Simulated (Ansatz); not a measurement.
A single Sc atom.

ROHF-MP2 on doublet Sc was run in several spherical basis sets with Ansatz (development build ahead of 0.2.0). Frozen core: 5 orbitals.

Problem. Rank the basis sets by the total energy that they give, lowest first, with the distance from the lowest.
A. def2-SVP
B. cc-pVTZ
C. STO-3G
D. cc-pVDZ
E. 6-31G
F. 6-31G(d)
G. def2-TZVP

Solution. B (0.00 eV), G (1.26 eV), D (2.07 eV), F (3.28 eV), E (4.50 eV), A (5.54 eV), C (216.07 eV).

Totals follow the description of the cores as much as that of the bonds, so this order isn't one of quality for chemistry.
